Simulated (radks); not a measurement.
Hg, configuration [Hg]. Method: scalar-relativistic Kohn-Sham, LDA (Slater exchange, Perdew-Wang correlation), spin-polarised, spherical densities, finite nucleus; Fermi nuclear charge, rms radius 5.4648 fm; computed with a radial shooting solver on a logarithmic mesh with Libxc functionals. Some entries of the table are withheld. Estimate them.

orbital,occ.,eigenvalue (eV),<r^2> (bohr^2)
1s,2,(1),(2)
2s,2,-14725.29,(3)
2p,6,(4),0.004900
3s,2,(5),0.03741
3p,6,-2911.006,0.03852
3d,10,-2295.041,0.03189
4s,2,-767.4970,0.1802
4p,6,-576.1700,0.2060
4d,10,-348.7033,0.2331
5s,2,-118.4699,0.9100
4f,14,-96.3396,(6)
5p,6,-66.7687,1.220
5d,10,-10.0744,2.696
6s,2,-7.1224,8.248

Answer. 
(1) 1s eigenvalue (eV): -83069.56
(2) 1s <r^2> (bohr^2): 0.0003814
(3) 2s <r^2> (bohr^2): 0.005804
(4) 2p eigenvalue (eV): -12708.18
(5) 3s eigenvalue (eV): -3494.092
(6) 4f <r^2> (bohr^2): 0.2811
